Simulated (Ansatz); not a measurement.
Ge4F8. Total charge 0; singlet. Geometry PBE-D4/def2-SVP; atoms count from 1.

```xyz
12

Ge   -0.245    0.222    1.278
Ge    0.263   -0.224   -1.277
Ge   -0.119    2.550    2.670
Ge    0.121   -2.552   -2.667
F     1.882    0.403   -1.553
F     1.060   -3.711   -1.726
F     1.485    3.200    2.333
F    -1.117    3.683    1.759
F    -0.721    0.925   -2.173
F    -1.856   -0.422    1.567
F    -1.510   -3.156   -2.374
F     0.758   -0.919    2.163
```

Another isomer (singlet) lies 1.62 eV lower at PBE0-D4/def2-TZVP; other spin states weren't run for this one.

(1) Estimate the Mulliken populations from the PBE0/def2-TZVP orbitals of Ansatz.

(2) And the Mayer bond orders between heavy atoms (over 0.3)?

## Answers

(1) 
```tsv
atom	charge (e)
Ge1	0.70
Ge2	0.70
Ge3	0.71
Ge4	0.71
F5	-0.35
F6	-0.35
F7	-0.35
F8	-0.35
F9	-0.35
F10	-0.35
F11	-0.35
F12	-0.35
```
Mulliken values depend strongly on the basis.

(2) Ge1–Ge2 0.41 (2.64 Å); Ge1–Ge3 0.49 (2.72 Å); Ge1–F10 0.94 (1.76 Å); Ge1–F12 0.94 (1.76 Å); Ge2–Ge4 0.49 (2.72 Å); Ge2–F5 0.94 (1.76 Å); Ge2–F9 0.94 (1.76 Å); Ge3–F7 0.94 (1.76 Å); Ge3–F8 0.94 (1.76 Å); Ge4–F6 0.94 (1.76 Å); Ge4–F11 0.94 (1.76 Å).
